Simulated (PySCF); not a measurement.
# Computed properties of BeH₂O, SMILES [BeH][OH]

Be(H)(OH) (BeH2O), SMILES [BeH][OH]. Geometry optimised at B3LYP-D3(BJ)/def2-TZVPD. Other conformers were not sampled. All values are computed for the isolated molecule unless a solvent is named; none is compared with measurement here.

**Structure.** The optimised structure has Cs symmetry. All 6 harmonic modes at B3LYP-D3(BJ)/def2-TZVPD (PySCF) are real, so it is a minimum.

**Vibrations.** The strongest infrared lines (harmonic, unscaled, degenerate partners summed) lie at 565 cm⁻¹ (221 km/mol, H 67 %, Be 29 %), 2180 cm⁻¹ (179 km/mol, H 83 %, Be 16 %), 568 cm⁻¹ (173 km/mol, H 70 %, Be 27 %). The softest mode is at 312 cm⁻¹ and the zero-point energy is 12.7 kcal/mol.

**Electronic structure.** HF/def2-TZVPD (PySCF) places the frontier levels at -12.57 and 1.21 eV, a gap of 13.78 eV, and gives a dipole moment of 1.47 D and a mean polarisability of 19.8 bohr³.

**Excitations.** TDA-ωB97X/def2-TZVPD (PySCF) has S1 at 8.20 eV (151 nm, f = 0.012, weak); the most intense of the 10 singlets computed lies at 8.57 eV (f = 0.25). T1 (TDA) is at 7.52 eV, 0.68 eV under S1. No vertical singlet excitation falls in the visible range (under 3.1 eV).

**NMR.** GIAO shifts at PBE0/pcSseg-2 (PySCF) (non-relativistic, atoms alike by connectivity averaged): ¹H from 2.1 to 3.2 ppm against TMS.
